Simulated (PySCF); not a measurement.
C₇H₈F (doublet state).
Z-matrix (Å and degrees, GFN2-xTB geometry), rows numbered from 1:
```
F 
C   1  1.3507
C   2  1.4968  1  120.71
C   3  1.5523  2   99.16  1   -72.78
C   4  1.5249  3   83.33  2   -67.85
C   5  1.5406  4   90.08  3   -29.93
C   6  1.5242  3  108.89  2   -17.74
C   2  1.4934  1  122.36  3  -125.39
H   3  1.0836  2  119.91  1    62.21
H   4  1.0879  3  112.94  2  -178.80
H   4  1.0888  3  116.86  2    51.34
H   5  1.0841  4  123.48  3  -163.33
H   6  1.0840  3  118.34  2  -165.04
H   7  1.0884  6  118.62  3   -65.91
H   7  1.0873  6  111.67  3   163.65
H   8  1.0836  2  119.70  1   -25.66
```

The hyperfine couplings belong to this conformer and change with its torsions.

The species is `F[C]1[C@@H]2C[C@H]3[C@@H]2C[C@@H]13` [radical].

Method: PySCF, UKS B3LYP, pcH-1 on C F H, non-relativistic, mean-field spin-orbit, GIAO. Isolated species at its GFN2-xTB geometry, gas phase. The geometry wasn't refined by DFT: couplings that depend on bond lengths, twists or pyramidal angles can differ widely from those at the functional's own minimum. Stability of the SCF solution: not tested.

Principal values of hyperfine tensors in MHz (contact and dipolar terms together), for some of the nuclei:

| atom | isotope | A1 | A2 | A3 |
| --- | --- | --- | --- | --- |
| C2 | 13C | 229.02 | 233.63 | 462.30 |
| F1 | 19F | 1.62 | 32.30 | 691.42 |
| C4 | 13C | 40.00 | 41.09 | 53.93 |
| C5 | 13C | 34.43 | 35.73 | 50.35 |
| H9 | 1H | 15.54 | 16.64 | 30.79 |
| H12 | 1H | 2.05 | 4.75 | 11.02 |
| H10 | 1H | 2.31 | 4.19 | 10.58 |
| H15 | 1H | 1.55 | 1.95 | 8.56 |

Give the isotropic coupling of each nucleus in MHz and in mT (g = 2.0035), and the anisotropic part.

a_iso = (A1 + A2 + A3)/3, Ti = Ai − a_iso; 1 mT corresponds to 28.041 MHz.

```json
{"atom": "C2", "a_iso (MHz)": "308.32", "a_iso (mT)": "10.995", "T1": "-79.30", "T2": "-74.69", "T3": "153.98"}
{"atom": "F1", "a_iso (MHz)": "241.78", "a_iso (mT)": "8.622", "T1": "-240.16", "T2": "-209.48", "T3": "449.64"}
{"atom": "C4", "a_iso (MHz)": "45.01", "a_iso (mT)": "1.605", "T1": "-5.01", "T2": "-3.92", "T3": "8.93"}
{"atom": "C5", "a_iso (MHz)": "40.17", "a_iso (mT)": "1.433", "T1": "-5.74", "T2": "-4.44", "T3": "10.18"}
{"atom": "H9", "a_iso (MHz)": "20.99", "a_iso (mT)": "0.749", "T1": "-5.45", "T2": "-4.35", "T3": "9.80"}
{"atom": "H12", "a_iso (MHz)": "5.94", "a_iso (mT)": "0.212", "T1": "-3.89", "T2": "-1.19", "T3": "5.08"}
{"atom": "H10", "a_iso (MHz)": "5.69", "a_iso (mT)": "0.203", "T1": "-3.38", "T2": "-1.50", "T3": "4.89"}
{"atom": "H15", "a_iso (MHz)": "4.02", "a_iso (mT)": "0.143", "T1": "-2.47", "T2": "-2.07", "T3": "4.54"}
```

What spin density at the nucleus of H9 lies behind its contact coupling (g_N = 5.58569)?

a_FC = 800.24 MHz bohr³ × g_N × ρ(0)/(2S). With a_FC = 20.99 MHz and 2S = 1, ρ(0) = 0.004696 bohr⁻³. In magnitude that is 1.5 % of the 1/π = 0.318 of a free hydrogen atom.

C7 (13C, g_N = 1.40482) isn't in the table. Its spin density at the nucleus is 0.02813 bohr⁻³. What is its contact coupling?

By the same relation, a_FC = 31.6 MHz. Its full tensor has the principal values 28.55, 29.40, 36.92 MHz.

Which nucleus of the table has the largest anisotropic coupling, and what is its form?

F1: -240.2, -209.5, 449.6 MHz, nearly axial, close to the ratio −1:−1:+2.
